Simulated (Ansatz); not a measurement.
System: CH₃AlF₂O, charge 0, multiplicity 1. 
Structure (B3LYP-D3(BJ)/def2-TZVP (Ansatz, a quantum-chemistry and plane-wave program) minimum search):
SMILES: C[O][Al]([F])[F]
```xyz
8

C     -2.1849    -0.2097    -0.8194
O     -1.1438     0.3435    -0.0417
Al     0.4796     0.0618     0.1933
F      1.3230     0.9991     1.2412
F      1.2820    -1.1370    -0.5957
H     -2.5964     0.5595    -1.4766
H     -2.9817    -0.5639    -0.1617
H     -1.8420    -1.0468    -1.4341
```
Charge 0, spin multiplicity 1.

Quantity: vertical triplet-singlet gap (E(triplet) - E(singlet); each state is the SCF solution reached for its spin), in eV. Correlated levels leave the core frozen unless marked. Open shells are spin-unrestricted. Spin-orbit coupling is left out. Non-relativistic. CBS(X,Y): correlation extrapolated as X^-3; Hartree-Fock from the larger set. The bracket is a focal-point correction in the basis named.

```tsv
level	program	vertical triplet-singlet gap (eV)
HF/aug-cc-pV(D+d)Z	Ansatz	5.83
PBE/def2-TZVPD	Ansatz	5.77
BHLYP/def2-TZVPD	Ansatz	6.26
CAM-B3LYP/def2-TZVPD	Ansatz	6.31
wB97X-V/def2-TZVPD	Ansatz	6.55
RI-MP2/CBS(aug-cc-pV(T+d)Z,aug-cc-pV(Q+d)Z)	Ansatz	7.10
SCS-MP2/aug-cc-pV(T+d)Z	Ansatz	7.04
CCSD/aug-cc-pV(D+d)Z	Ansatz	6.52
CCSD/aug-cc-pV(T+d)Z	Ansatz	6.58
RI-MP2/CBS(aug-cc-pV(T+d)Z,aug-cc-pV(Q+d)Z)+[CCSD(T)-MP2]/aug-cc-pV(T+d)Z	Ansatz	6.67
```
